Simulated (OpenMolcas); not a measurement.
**Sn: input and output**

Input:

```
&GATEWAY
Coord
1

Sn 0.0 0.0 0.0
Basis=ANO-RCC-VTZP
Group=XYZ
NoMove
AngMom=0.0 0.0 0.0
AMFI
&SEWARD
* reference wave functions (RASSCF and RASSI steps not shown): 2 electrons in 3 orbitals (5p)
>>> COPY JOB001 $Project.JobIph
&CASPT2
Multistate=3 1 2 3
Frozen=9 9
IPEA=0.25
Imaginary=0.1
MaxIter=60
WThr=0.0 0.3 0.05
PrWF=0.5
NoMix
>>> COPY JOB002 $Project.JobIph
&CASPT2
Multistate=6 1 2 3 4 5 6
Frozen=9 9
IPEA=0.25
Imaginary=0.1
MaxIter=60
WThr=0.0 0.3 0.05
PrWF=0.5
NoMix
```

Output, cut to the results:

```
--- CASPT2 ---
Orbital specifications:
      -----------------------

      Symmetry species                           1   2
                                                ag  au
      Frozen orbitals                            9   9
      Inactive orbitals                          6   0
      Active orbitals                            0   3
      Secondary orbitals                        21  20
      Deleted orbitals                           0   0
      Number of basis functions                 36  32
Type of calculation                        MS-CASPT2
      Fock operator                              state-specific
      IPEA shift                                 0.25
      Real shift                                 0.00
      Imaginary shift                            0.10
      The input orbitals will be transformed to quasi-canonical
Reference energy:       -6172.4455542708
      E2 (Non-variational):      -0.4717470188
      Shift correction:          -0.0003601898
      E2 (Variational):          -0.4721072085
      Total energy:           -6172.9176614793
      Residual norm:              0.0000008155
      Reference weight:           0.91029
      Contributions to the CASPT2 correlation energy
      Active & Virtual Only:         -0.0038126732
      One Inactive Excited:          -0.0592167738
      Two Inactive Excited:          -0.4087175718
Reference energy:       -6172.4455542708
      E2 (Non-variational):      -0.4717470188
      Shift correction:          -0.0003601898
      E2 (Variational):          -0.4721072085
      Total energy:           -6172.9176614793
      Residual norm:              0.0000008155
      Reference weight:           0.91029
      Contributions to the CASPT2 correlation energy
      Active & Virtual Only:         -0.0038126732
      One Inactive Excited:          -0.0592167738
      Two Inactive Excited:          -0.4087175718
::    CASPT2 Root  1     Total energy:  -6172.91766148
::    CASPT2 Root  2     Total energy:  -6172.91766148
::    CASPT2 Root  3     Total energy:  -6172.91766148
::    MS-CASPT2 Root  1     Total energy:  -6172.91766148
::    MS-CASPT2 Root  2     Total energy:  -6172.91766148
::    MS-CASPT2 Root  3     Total energy:  -6172.91766148
--- CASPT2 ---
Orbital specifications:
      -----------------------

      Symmetry species                           1   2
                                                ag  au
      Frozen orbitals                            9   9
      Inactive orbitals                          6   0
      Active orbitals                            0   3
      Secondary orbitals                        21  20
      Deleted orbitals                           0   0
      Number of basis functions                 36  32
Type of calculation                        MS-CASPT2
      Fock operator                              state-specific
      IPEA shift                                 0.25
      Real shift                                 0.00
      Imaginary shift                            0.10
      The input orbitals will be transformed to quasi-canonical
Reference energy:       -6172.4107632341
      E2 (Non-variational):      -0.4787777884
      Shift correction:          -0.0004449787
      E2 (Variational):          -0.4792227671
      Total energy:           -6172.8899860012
      Residual norm:              0.0000006449
      Reference weight:           0.90406
      Contributions to the CASPT2 correlation energy
      Active & Virtual Only:         -0.0085251660
      One Inactive Excited:          -0.0603971425
      Two Inactive Excited:          -0.4098554799
Reference energy:       -6172.4107632339
      E2 (Non-variational):      -0.4791322166
      Shift correction:          -0.0004494085
      E2 (Variational):          -0.4795816251
      Total energy:           -6172.8903448590
      Residual norm:              0.0000004303
      Reference weight:           0.90368
      Contributions to the CASPT2 correlation energy
      Active & Virtual Only:         -0.0085237201
      One Inactive Excited:          -0.0603682069
      Two Inactive Excited:          -0.4102402896
::    CASPT2 Root  1     Total energy:  -6172.88998600
::    CASPT2 Root  2     Total energy:  -6172.89034486
::    CASPT2 Root  3     Total energy:  -6172.89034485
::    CASPT2 Root  4     Total energy:  -6172.89034491
::    CASPT2 Root  5     Total energy:  -6172.89034558
::    CASPT2 Root  6     Total energy:  -6172.85051874
::    MS-CASPT2 Root  1     Total energy:  -6172.89034865
::    MS-CASPT2 Root  2     Total energy:  -6172.89034492
::    MS-CASPT2 Root  3     Total energy:  -6172.89034488
::    MS-CASPT2 Root  4     Total energy:  -6172.89034177
::    MS-CASPT2 Root  5     Total energy:  -6172.89005765
::    MS-CASPT2 Root  6     Total energy:  -6172.85044707
```

Levels above the lowest, from the spin-orbit matrix with the single-state CASPT2 energies, averaged by term, on its diagonal:

```csv
Configuration,Term,J,E (cm⁻¹),Measured (cm⁻¹),Term weight %
5s² 5p²,³P,0,0.0,0.0,97
5s² 5p²,³P,1,1429,1692,100
5s² 5p²,³P,2,3050,3428,94
5s² 5p²,¹D,2,8780,8613,94
5s² 5p²,¹S,0,17590,17162,97
```

Against the 4 measured excited levels shown (NIST Handbook of Basic Atomic Spectroscopic Data) the mean absolute deviation is 310 cm-1; the largest miss in energy is 5s² 5p² ¹S₀: computed 17590, measured 17162 cm⁻¹ (+2.5 %), and the largest in proportion 5s² 5p² ³P₁ (-15.5 %).

CASPT2 does not keep the components of a term degenerate, so their means are used; among the terms shown or strongly mixed into the levels shown the widest spread is 79 cm-1 (5s² 5p² ¹D). With the s shell closed, the reference lacks s² → p² mixing. Computed and measured levels are paired by configuration, term and J; levels that our copy of the source lacks, or whose pairing is in doubt (as where it misses far off the trend of its configuration), stay unpaired and out of the deviations. Only configurations of the active space appear.

The term weight is that of the spin-free term in the level, not the purity of its configuration.
